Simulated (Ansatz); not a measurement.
Cost and result up the ladder for Zr(OH)4 (ZrO4H4) (9 atoms). The state is a singlet with charge 0. Geometry: PBE-D4/def2-SVP.

```tsv
atom	x (Å)	y (Å)	z (Å)
Zr1	0.000	0.000	0.000
O2	1.893	-0.202	0.367
H3	2.833	-0.304	0.554
O4	-0.293	-0.019	-1.916
H5	-0.436	-0.025	-2.869
O6	-0.623	1.683	0.732
H7	-0.937	2.520	1.093
O8	-0.976	-1.461	0.817
H9	-1.459	-2.191	1.222
```

Ansatz on 4 threads of Arm Neoverse V2 on a shared host. Times are rough, and most runs start from the orbitals of an earlier one. ωB97M-V/def2-TZVP serves as the yardstick here, not as an exact answer. Differences are given only for rows in sets of like size (and for xTB, whose basis is part of the method), since another set adds its own error. Binding counts from free atoms at the same level (Zr triplet, O triplet, H doublet; other spins of the atoms weren't run), without zero-point energy or a counterpoise term.

In the def2 sets Zr takes a core potential; there is no spin–orbit coupling. Correlated methods freeze 4 core orbitals; core or outer-core shells of Zr are correlated, in sets that lack core-valence functions.

Correlated methods converge slowly with the basis.

```tsv
level	functions	wall time
LDA (SPW92)/def2-TZVP	188	0.8 s
PBE0-D4/def2-SVP	107	1.1 s
PBE0-D4/def2-TZVP	188	1.7 s
CAM-B3LYP-D4/def2-TZVP	188	2.2 s
PBE0-D4/def2-TZVPD	236	2.9 s
ωB97X-V/def2-TZVP	188	6 s
B97M-V/def2-TZVP	188	6.5 s
ωB97M-V/def2-TZVP	188	7 s
CCSD(T)/def2-TZVP	188	94 s
```

**Question.** Estimate what each level gives for the binding energy per atom (eV).

**Answer.** 
| level | binding energy per atom (eV) | difference from ωB97M-V/def2-TZVP (eV) |
| --- | --- | --- |
| LDA (SPW92)/def2-TZVP | 5.24 | 0.75 |
| PBE0-D4/def2-SVP | 4.48 | – |
| PBE0-D4/def2-TZVP | 4.43 | -0.06 |
| CAM-B3LYP-D4/def2-TZVP | 4.52 | 0.03 |
| PBE0-D4/def2-TZVPD | 4.44 | -0.05 |
| ωB97X-V/def2-TZVP | 4.51 | 0.02 |
| B97M-V/def2-TZVP | 4.47 | -0.02 |
| ωB97M-V/def2-TZVP | 4.49 | 0.00 |
| CCSD(T)/def2-TZVP | 4.37 | -0.12 |
